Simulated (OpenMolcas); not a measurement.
**Mo4+: moving or changing the point charges**

Mo4+ among 6 point charges of -1.5 e arranged as an octahedron (Oh), 2.23 Å from the ion.

```yaml
Program: OpenMolcas 26.06
Method: CASSCF
Basis: ANO-RCC-VDZP [6s5p3d1f]
Scalar_Hamiltonian: DKH2, point nucleus
Active_space: 2 electrons in 5 orbitals (4d)
State_averaging: 2S+1 = 3 even, 10 roots; 2S+1 = 1 even, 15 roots
Spin-orbit_coupling: RASSI with atomic mean-field integrals over the reference wave functions
```

Runs around this geometry, states (labels of O, the rotations of Oh). Energies in cm-1 above the lowest state or level, χT in cm3 K/mol; under a threefold ground state the first gap can be a small split of the lowest multiplet, not the spin-orbit step; 10Dq and B are least-squares fits to the states below 45000 cm-1, weighted by degeneracy, with a free offset, and given where the rms deviation is under 5 % of |10Dq| (or 100 cm-1) and under 700 cm-1.

| R (Å) | q (e) | Ground state | First state of that spin | 10Dq | B (rms of fit) | First gap with spin-orbit (degeneracies) | χT at 300 K | First state of another spin |
| --- | --- | --- | --- | --- | --- | --- | --- | --- |
| 2.23 | -0.75 | 3T1 | 3T2 2184 | 2679 | 863 (27) | 363.8 (2, 3) | 0.199 | 1T2 12021 |
| 2.07 | -1.5 | 3T1 | 3T2 6510 | 7739 | 855 (105) | 204.5 (2, 3) | 0.214 | 1T2 12299 |
| 2.23 | -1.5 | 3T1 | 3T2 4482 | 5414 | 861 (70) | 270.3 (2, 3) | 0.195 | 1T2 12282 |
| 2.35 | -1.5 | 3T1 | 3T2 3443 | 4196 | 863 (52) | 313.5 (2, 3) | 0.189 | 1T2 12209 |

Taking |10Dq| as R^-n, n = -ln(4196 / 7739) / ln(2.35 / 2.07) = 4.8 between the shortest and longest distance. The point-charge formula for a cubic d site gives n = 5.

Scaling the charges by -0.75 / -1.5 = 0.50 scales |10Dq| by 2679 / 5414 = 0.49; with fixed orbitals a first-order splitting would follow the charge.

An orbital triplet at a regular site is open to Jahn-Teller coupling, which can distort the site and quench the lowest spin-orbit gaps and is left out. Without dynamic correlation the repulsion within the d shell is too large (B by tens of per cent), so at a given field states of lower spin stand too high. This field is weak: 10Dq is about 2679 cm-1, while octahedral complexes of 4d ions of charge 3 and more, computed by the same method with explicit ligands, had a median near 25000 cm-1. Ground spin and moment need not be those of a real site (figures for R = 2.23, q = -0.75; the like holds for R = 2.07, q = -1.5, R = 2.23, q = -1.5, R = 2.35, q = -1.5). The ground term spreads over less than 5000 cm-1, several times less than with real ligands, so orbital moments are less quenched and χT lies further from the spin-only value than at real sites (holds for R = 2.23, q = -0.75). This is an electrostatic model: the charges have no orbitals. No measured value stands beside these numbers.
